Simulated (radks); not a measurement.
Spherical quantum dot in the effective-mass picture: electrons in a well V = -V0 / (1 + exp((r - R)/a)) with V0 = 6.09, R = 3.91, a = 0.15, all in effective atomic units (hartree* = m*/eps^2 hartree, bohr* = eps/m* bohr), one dielectric constant everywhere. Method: non-relativistic Kohn-Sham, PBEsol, spin-polarised, spherical densities; computed with a radial shooting solver with Libxc functionals. Levels are named by radial order and angular momentum (1s, 1p, 1d, 2s, ...), and open shells are averaged over m. Results are scaled to m* = 0.187 and eps = 16.3, for which hartree* = 19.15 meV and bohr* = 4.613 nm.

N = 9, configuration 1s2 1p6 1d(up 1, down 0). This is the lowest configuration that the search found. Occupied and some empty levels:

level,occupation,eigenvalue (meV),<r> (nm)
1s up,1,-56.799,11.59
1s down,1,-56.476,11.53
1p up,3,-53.027,12.46
1p down,3,-52.655,12.43
1d up,1,-47.110,13.11
1d down,0,-46.708,13.10
1f up,0,-39.395,13.64
1f down,0,-38.973,13.64
2s up,0,-38.425,8.975
2s down,0,-38.293,8.985
2p up,0,-28.351,10.36
2p down,0,-28.154,10.35

Energy (meV): total -724.791, kinetic 89.287, external -1023.7, Hartree 263.53, exchange-correlation -53.861.
